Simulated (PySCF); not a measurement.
**Hydroquinone in a uniform electric field**

Species: hydroquinone, C6H6O2.
SMILES with atom numbers: `[OH:1][c:2]1[cH:3][cH:4][c:5]([OH:6])[cH:7][cH:8]1` (hydrogens: H9 on O1; H10 on C3; H11 on C4; H12 on O6; H13 on C7; H14 on C8)

Geometry (PBE0-D3(BJ)/def2-SVP, Å), atoms numbered from 1 in this order:
```
atom  x, y, z in Å
O1    -2.7138    0.6020   -0.0269
C2    -1.3990    0.2762   -0.0140
C3    -0.9357   -1.0322   -0.1827
C4     0.4273   -1.3124   -0.1611
C5     1.3562   -0.2877    0.0304
O6     2.6716   -0.6110    0.0439
C7     0.8932    1.0207    0.1992
C8    -0.4699    1.3007    0.1776
H9    -3.2339   -0.1959   -0.1648
H10   -1.6510   -1.8468   -0.3339
H11    0.7907   -2.3330   -0.2936
H12    3.1903    0.1877    0.1817
H13    1.6085    1.8353    0.3505
H14   -0.8331    2.3214    0.3101
```

Level: wB97X-D/def2-SVPD (PySCF); nuclei fixed, core orbitals frozen in the response. Permanent dipole (-0.004, 0.000, 0.000) D (1 au = 2.5417 D). Static polarisability (au):

```
x   101.01  -0.89   2.33
y    -0.89  84.68   5.41
z     2.33   5.41  48.01
```

Only the terms in μ and α are kept: μ(F) = μ + αF and ΔE = −μ·F − ½ F·αF.

(1) What do fields of 0.257 V/Å (0.005 au) along the six axis directions do?

(2) For the field (-0.0045, 0.0000, 0.0030) au, what is the induced dipole, and what angle does it make with the field?

(3) Induction energy −ᾱe²/2R⁴ of a unit charge at 12 Å, the molecule taken as a point?

## Answers

(1) 
```
field along  induced x (D)  induced y (D)  induced z (D)  total size (D)  −μ·F (kJ/mol)  −½F·αF (kJ/mol)
         +x          1.284         -0.011          0.030           1.280         +0.021           -3.315
         −x         -1.284          0.011         -0.030           1.288         -0.021           -3.315
         +y         -0.011          1.076          0.069           1.078          0.000           -2.779
         −y          0.011         -1.076         -0.069           1.078          0.000           -2.779
         +z          0.030          0.069          0.610           0.615          0.000           -1.576
         −z         -0.030         -0.069         -0.610           0.615          0.000           -1.576
```

(2) αF = (-1.138, 0.051, 0.339) D, at 17.2° to the field. The polarisability along this direction, F·αF/F², is 82.55 au, against a mean of 77.90 au.

(3) R = 22.68 bohr, so the energy is −77.9/(2 × 22.68⁴) Eh = -0.387 kJ/mol.

Isolated species at its PBE0-D3(BJ)/def2-SVP geometry (one conformer only).

The pairwise dispersion term of wB97X-D wasn't added to the energies; at a given geometry it leaves orbitals and properties as they are.
